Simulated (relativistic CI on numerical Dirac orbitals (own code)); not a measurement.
**Mn5+: 3p photoemission**

Computed with this model: Dirac-Coulomb-Breit CI, orbitals from a KLI potential per configuration, model QED (radiative potential, 1s self-energy scaled to tabulated hydrogen-like ionisation energies), valence Slater integrals scaled by 0.8, multiplet model of photoemission in the sudden approximation; configurations [Ar] 3d2 → [Ne] 3s2 3p5 3d2; 300 K; Lorentzian 1.12 eV and Gaussian 0.6 eV FWHM. Energies are those of the free ion, without screening or charge transfer. The energies are binding energies and can lie tens of eV above those of solids. S is read from ⟨S²⟩ = S(S + 1).

Field parameters in Wybourne normalisation: D3d B²₀ = −7Dσ, B⁴₀ = −14Dq − 21Dτ, B⁴₃ = −14√(10/7) Dq; D4h B²₀ = −7Ds, B⁴₀ = 21(Dq − Dt), B⁴₄ = 21√(5/14) Dq. The field is a parameter set, without covalency.

free ion: ground-state S = 1.00, centroid 144.71 eV. Peaks (eV, height): 139.6 (41), 142.2 (100), 145.4 (38), 155.8 (15), 162.0 (16).

D3d, 10Dq = 12200, Dσ = -370, Dτ = -10 cm⁻¹: ground-state S = 1.00, centroid 144.72 eV. Peaks (eV, height): 139.8 (54), 142.2 (100), 149.6 (8), 157.0 (15), 162.4 (13).

D4h, 10Dq = 18800, Ds = 2740, Dt = 1150 cm⁻¹: ground-state S = 1.00, centroid 144.72 eV. Peaks (eV, height): 139.8 (54), 142.2 (100), 156.6 (15), 162.6 (13).

D3d, 10Dq = 36100, Dσ = 130, Dτ = -440 cm⁻¹: ground-state S = 1.00, centroid 144.73 eV. Peaks (eV, height): 140.0 (58), 142.2 (100), 147.4 (26), 151.4 (8), 159.6 (10), 163.6 (9).

D4h, 10Dq = 29300, Ds = -1110, Dt = 840 cm⁻¹: ground-state S = 1.00, centroid 144.73 eV. Peaks (eV, height): 140.0 (50), 142.2 (100), 158.4 (10), 163.0 (10).

D3d, 10Dq = 23500, Dσ = -280, Dτ = 170 cm⁻¹: ground-state S = 1.00, centroid 144.73 eV. Peaks (eV, height): 139.8 (50), 142.2 (100), 143.4 (64), 145.8 (31), 158.2 (12), 163.0 (10).

Strongest unbroadened transitions for D4h, 10Dq = 18800, Ds = 2740, Dt = 1150 cm⁻¹:

```tsv
Energy (eV)	Relative strength
139.76	37.4
139.77	100.0
139.79	76.7
141.66	33.1
141.72	67.8
141.80	31.7
141.85	53.5
142.15	37.5
142.26	51.4
142.31	30.6
142.32	44.0
142.84	33.4
142.89	31.9
143.64	26.6
145.70	45.9
145.72	31.8
162.57	29.3
162.58	25.6
```
